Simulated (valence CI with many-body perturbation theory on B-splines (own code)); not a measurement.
**Ce⁴⁵⁺: electric-dipole lines**

Computed by relativistic CI+MBPT: three valence electrons over a frozen Dirac-Fock core [Ne], a basis of 11 s, 11 p, 10 d, 8 f, 5 g, 2 h functions for each j, with the one-electron correlation potential Σ1, the two-electron term Σ2, the three-electron term Σ3, Breit, model QED; selected CI, second order for the rest, scaled by the run's own slope (own B-spline code, finite nucleus).

The last digits are not significant, and no measured levels were compared; by estimate large intervals hold to a few tenths of a per cent, small ones and those within an open d or f shell to about a per cent.

Lines 1 to 50 of 585 in falling wavelength, among levels below 132.38 Ry, chosen from the strongest by gf and those to the six lowest levels. Wavelengths and rates use the calculated energies. Electric multipoles are in the length gauge, E1 and E2 with the static RPA response of the core. Weak lines are less certain than strong ones. Lines between different terms over intervals too small for the method are left out, as are lines whose strength nearly cancels. The highest levels of a list are the least certain.

Levels are named by their leading jj configuration (3d3/2^4 stands for four electrons in 3d with j = 3/2), which in mixed levels can hold well under half, so a name can repeat and another be missing. Letters in brackets count levels of one name in rising energy.

| λ vac (nm) | Upper | Lower | A (s⁻¹) | S (a.u.) |
| --- | --- | --- | --- | --- |
| 25.91 | (3s 3p1/2 4p1/2) J=1/2 | (3s 3p1/2 4s) J=1/2 [a] | 6.38e+09 | 1.10e-01 |
| 24.23 | (3s^2 4d3/2) J=3/2 | (3s 3p1/2 4s) J=3/2 | 2.83e+09 | 7.94e-02 |
| 23.99 | (3s^2 4p1/2) J=1/2 | (3s^2 4s) J=1/2 | 8.50e+09 | 1.16e-01 |
| 13.26 | (3s 3p1/2 3p3/2) J=3/2 [a] | (3s^2 3p3/2) J=3/2 | 9.50e+08 | 4.37e-03 |
| 13.11 | (3s^2 4p3/2) J=3/2 | (3s^2 4s) J=1/2 | 3.03e+10 | 1.35e-01 |
| 13.00 | (3p1/2 3p3/2 3d5/2) J=7/2 [b] | (3s 3p3/2 3d5/2) J=5/2 [b] | 6.12e+09 | 5.31e-02 |
| 12.65 | (3p1/2 3p3/2 3d5/2) J=9/2 | (3s 3p3/2 3d5/2) J=7/2 [b] | 4.86e+09 | 4.86e-02 |
| 12.19 | (3p1/2 3d3/2^2) J=5/2 | (3s 3d3/2^2) J=3/2 | 9.60e+09 | 5.15e-02 |
| 12.08 | (3p1/2 3d3/2 3d5/2) J=9/2 | (3s 3d3/2 3d5/2) J=7/2 [b] | 1.45e+10 | 1.26e-01 |
| 11.69 | (3s 3p1/2 3p3/2) J=5/2 | (3s^2 3p3/2) J=3/2 | 6.41e+09 | 3.03e-02 |
| 11.49 | (3s 3p1/2 3d5/2) J=7/2 | (3s^2 3d5/2) J=5/2 | 9.72e+09 | 5.83e-02 |
| 11.45 | (3p1/2 3d3/2 3d5/2) J=7/2 [a] | (3s 3d3/2 3d5/2) J=7/2 [a] | 8.16e+09 | 4.84e-02 |
| 11.37 | (3p1/2 3d5/2^2) J=5/2 | (3s 3d5/2^2) J=3/2 | 1.51e+10 | 6.59e-02 |
| 11.26 | (3s^2 4d3/2) J=3/2 | (3s^2 4p1/2) J=1/2 | 7.50e+10 | 2.11e-01 |
| 11.22 | (3p1/2 3p3/2 3d5/2) J=9/2 | (3s 3p3/2 3d5/2) J=7/2 [a] | 9.24e+09 | 6.43e-02 |
| 11.21 | (3s 3p1/2 4s) J=3/2 | (3s^2 4s) J=1/2 | 4.71e+10 | 1.31e-01 |
| 11.20 | (3p1/2 3d3/2 3d5/2) J=9/2 | (3s 3d3/2 3d5/2) J=9/2 | 8.47e+09 | 5.87e-02 |
| 11.16 | (3p1/2 3d5/2^2) J=9/2 | (3s 3d5/2^2) J=7/2 | 2.10e+10 | 1.44e-01 |
| 10.92 | (3s 3p1/2^2) J=1/2 | (3s^2 3p1/2) J=1/2 | 1.59e+10 | 2.04e-02 |
| 10.83 | (3p1/2^2 3p3/2) J=3/2 | (3s 3p1/2 3p3/2) J=3/2 [b] | 6.08e+09 | 1.52e-02 |
| 10.70 | (3p1/2 3p3/2 3d5/2) J=5/2 [a] | (3s 3p3/2 3d5/2) J=3/2 [a] | 1.08e+10 | 3.93e-02 |
| 10.62 | (3p1/2 3d3/2 3d5/2) J=5/2 [b] | (3s 3d3/2 3d5/2) J=5/2 [b] | 1.01e+10 | 3.57e-02 |
| 10.59 | (3p1/2 3p3/2 3d3/2) J=7/2 | (3s 3p3/2 3d3/2) J=7/2 | 1.02e+10 | 4.79e-02 |
| 10.58 | (3p1/2 3d5/2^2) J=3/2 | (3s 3d5/2^2) J=5/2 | 2.36e+10 | 5.53e-02 |
| 10.57 | (3p1/2 3d5/2^2) J=5/2 | (3s 3d5/2^2) J=5/2 | 1.67e+10 | 5.85e-02 |
| 10.34 | (3p1/2 3d3/2 3d5/2) J=7/2 [b] | (3s 3d3/2 3d5/2) J=7/2 [b] | 8.09e+09 | 3.53e-02 |
| 10.33 | (3p1/2^2 3d5/2) J=5/2 | (3s 3p1/2 3d5/2) J=3/2 | 1.80e+10 | 5.87e-02 |
| 10.31 | (3p1/2 3d5/2^2) J=7/2 | (3s 3d5/2^2) J=9/2 | 2.36e+10 | 1.02e-01 |
| 10.31 | (3p1/2 3d5/2^2) J=1/2 | (3s 3d5/2^2) J=1/2 | 3.37e+10 | 3.64e-02 |
| 10.28 | (3p1/2 3d5/2^2) J=9/2 | (3s 3d5/2^2) J=9/2 | 1.52e+10 | 8.14e-02 |
| 10.14 | (3p1/2 3p3/2 3d5/2) J=3/2 [a] | (3s 3p3/2 3d5/2) J=5/2 [a] | 2.11e+10 | 4.34e-02 |
| 10.10 | (3s 3p1/2 3p3/2) J=3/2 [b] | (3s^2 3p3/2) J=3/2 | 1.03e+10 | 2.10e-02 |
| 10.08 | (3p1/2^2 3d5/2) J=5/2 | (3s 3p1/2 3d5/2) J=5/2 [b] | 2.22e+10 | 6.72e-02 |
| 10.07 | (3p1/2 3d3/2^2) J=3/2 | (3s 3d3/2^2) J=5/2 | 2.05e+10 | 4.14e-02 |
| 9.927 | (3p1/2 3p3/2 3d5/2) J=7/2 [b] | (3s 3p3/2 3d5/2) J=7/2 [a] | 8.98e+09 | 3.47e-02 |
| 9.920 | (3p1/2 3p3/2 3d5/2) J=5/2 [a] | (3s 3p3/2 3d5/2) J=5/2 [a] | 1.83e+10 | 5.28e-02 |
| 9.789 | (3p1/2 3p3/2^2) J=5/2 | (3s 3p3/2^2) J=5/2 | 1.38e+10 | 3.84e-02 |
| 9.688 | (3p1/2 3d3/2 3d5/2) J=7/2 [b] | (3s 3d3/2 3d5/2) J=9/2 | 3.09e+10 | 1.11e-01 |
| 9.647 | (3s 3p1/2 3d3/2) J=3/2 [a] | (3s 3p1/2 3p3/2) J=3/2 [b] | 8.97e+09 | 1.59e-02 |
| 9.563 | (3p1/2 3p3/2 3d5/2) J=5/2 [b] | (3s 3p3/2 3d5/2) J=7/2 [a] | 1.71e+10 | 4.42e-02 |
| 9.476 | (3p1/2 3p3/2 3d5/2) J=7/2 [a] | (3s 3p3/2 3d5/2) J=9/2 | 3.19e+10 | 1.07e-01 |
| 9.473 | (3s 3p1/2 3p3/2) J=1/2 | (3s^2 3p3/2) J=3/2 | 1.61e+10 | 1.35e-02 |
| 9.448 | (3p1/2^2 3p3/2) J=3/2 | (3s 3p1/2 3p3/2) J=5/2 | 3.57e+10 | 5.95e-02 |
| 9.441 | (3p1/2 3p3/2^2) J=3/2 | (3s 3p3/2^2) J=5/2 | 2.56e+10 | 4.25e-02 |
| 9.440 | (3p1/2^2 3d5/2) J=5/2 | (3s 3p1/2 3d5/2) J=7/2 | 4.19e+10 | 1.04e-01 |
| 9.405 | (3p1/2^2 3d3/2) J=3/2 | (3s 3p1/2 3d3/2) J=5/2 | 4.55e+10 | 7.48e-02 |
| 9.156 | (3p1/2 3d3/2 3d5/2) J=5/2 [b] | (3s 3d3/2 3d5/2) J=7/2 [a] | 1.97e+10 | 4.47e-02 |
| 9.127 | (3p1/2 3p3/2 3d3/2) J=5/2 [b] | (3s 3p3/2 3d3/2) J=7/2 | 3.60e+10 | 8.10e-02 |
| 9.022 | (3p1/2 3p3/2 3d5/2) J=9/2 | (3s 3p3/2 3d5/2) J=9/2 | 2.49e+10 | 9.04e-02 |
| 9.019 | (3s 3p1/2 3d3/2) J=5/2 | (3s 3p1/2 3p3/2) J=3/2 [b] | 1.81e+09 | 3.93e-03 |
